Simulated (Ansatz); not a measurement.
The cluster KNa₄⁺. Charge 1, multiplicity 1. Geometry PBE/def2-SVP.

```xyz
5

Na   -2.964    0.997   -1.903
Na    1.867    1.242    2.716
Na   -0.345    0.126   -3.657
Na    0.047    0.150   -0.028
K     1.396   -2.515    2.872
```

The restricted singlet is unstable towards broken spin symmetry in Hartree–Fock (as tested in another run); at PBE/def2-SVP, PBE/def2-TZVP, BLYP/def2-TZVP, PBE0/def2-TZVP and others this wasn't settled. The structure comes from a short search, and lower isomers may exist.

**Question.** Estimate the orbital energies around the gap (eV) in Ansatz with PBE/def2-SVP, PBE/def2-TZVP, BLYP/def2-TZVP, PBE0/def2-TZVP, BHLYP/def2-TZVP.

**Answer.** 
```
orbital  PBE/def2-SVP  PBE/def2-TZVP  BLYP/def2-TZVP  PBE0/def2-TZVP  BHLYP/def2-TZVP
 HOMO−5        -30.83         -30.87          -31.02          -34.24           -37.77
 HOMO−4        -22.26         -22.01          -21.88          -24.04           -25.93
 HOMO−3        -22.25         -22.00          -21.87          -24.03           -25.92
 HOMO−2        -22.19         -21.95          -21.82          -23.98           -25.88
 HOMO−1         -6.50          -6.53           -6.43           -7.05            -7.51
   HOMO         -5.87          -5.90           -5.81           -6.29            -6.65
   LUMO         -4.59          -4.65           -4.61           -4.12            -3.65
 LUMO+1         -4.53          -4.57           -4.53           -4.07            -3.60
 LUMO+2         -4.50          -4.55           -4.47           -4.03            -3.53
 LUMO+3         -3.66          -3.74           -3.61           -3.25            -2.71
 LUMO+4         -3.60          -3.68           -3.54           -3.18            -2.63
 LUMO+5         -3.43          -3.50           -3.39           -2.97            -2.42
```
